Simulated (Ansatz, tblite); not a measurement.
Removing and adding an electron: GeCl(OiPr)3 (C9H21ClGeO3). Charge 0, multiplicity 1. Geometry: r2SCAN-D4/def2-SVP. Ansatz, gas phase; energy differences of separate SCF runs; the oxidised species was run as a doublet alone; the reduced species was run as a doublet alone.

```xyz
35

Ge    0.034    0.957    0.434
Cl   -0.216    3.088    0.621
O    -0.314    0.523   -1.239
C     0.259    1.229   -2.354
C    -0.593    0.891   -3.564
C     1.720    0.842   -2.531
H     0.192    2.318   -2.158
H    -0.562   -0.193   -3.756
H    -0.225    1.417   -4.458
H    -1.639    1.182   -3.390
H     2.301    1.073   -1.624
H     1.803   -0.240   -2.724
H     2.168    1.384   -3.378
O    -1.078    0.066    1.452
C    -2.505    0.170    1.269
C    -3.133    0.020    2.643
C    -2.970   -0.886    0.279
H    -2.748    1.177    0.873
H    -2.872   -0.962    3.070
H    -4.230    0.095    2.583
H    -2.762    0.801    3.323
H    -2.473   -0.745   -0.692
H    -2.720   -1.891    0.658
H    -4.060   -0.831    0.131
O     1.660    0.585    0.979
C     1.952   -0.731    1.502
C     3.324   -0.636    2.140
C     1.881   -1.774    0.397
H     1.200   -0.974    2.277
H     4.078   -0.373    1.380
H     3.606   -1.597    2.597
H     3.332    0.141    2.918
H     0.879   -1.800   -0.063
H     2.615   -1.546   -0.393
H     2.096   -2.778    0.796
```

The xTB rows come from tblite. Single mean-field runs in def2-TZVP are fitted with def2-universal-jkfit. HOMO above LUMO, or a gap near zero within one spin, warns that the state may not be the lowest or that an electron is smeared out.

```csv
level,−HOMO (eV),vertical IE (eV),−LUMO (eV),vertical EA (eV),HOMO–LUMO gap (eV),IE − EA (eV),remarks
GFN1-xTB,11.96,14.05,5.44,3.01,6.52,11.04,–
GFN2-xTB,11.32,13.32,5.78,3.47,5.54,9.85,–
PBE-D4/def2-TZVP,6.45,8.80,1.27,-0.82,5.18,9.61,"HOMO above zero (-1 doublet), gap within one spin near zero (+1 doublet)"
PBE0-D4/def2-TZVP,8.02,9.54,0.19,-1.19,7.83,10.73,HOMO above zero (-1 doublet)
ωB97M-V/def2-TZVP,10.42,10.02,-1.73,-1.46,12.14,11.48,HOMO above zero (-1 doublet)
```

Relaxing the oxidised species (r2SCAN-D4/def2-SVP) changes its energy by -0.24 eV at PBE-D4/def2-TZVP, so the adiabatic ionisation energy to this nearest minimum is 8.56 eV. At PBE0-D4/def2-TZVP it is 9.19 eV.  Relaxing the reduced species (r2SCAN-D4/def2-SVP) changes its energy by -1.56 eV at PBE-D4/def2-TZVP, so the adiabatic electron affinity to this nearest minimum is 0.74 eV. At PBE0-D4/def2-TZVP it is 0.50 eV. The highest occupied level of the relaxed charge -1 doublet lies above zero (up to 0.01 eV). By energy differences its removal costs 0.74 eV (each at its own geometry, to the charge 0 singlet, at PBE-D4/def2-TZVP); self-interaction error and the lack of diffuse functions both raise the level.     A HOMO above zero means that the electron is unbound at that level or that self-interaction error raises the level; the energy of removing that electron tells which. Raw xTB energy differences between charge states are shifted by several eV; the methods need an empirical correction for them. Sets without diffuse functions give affinities that are too small. A negative affinity means that the extra electron isn't bound; its size then hangs on the basis.
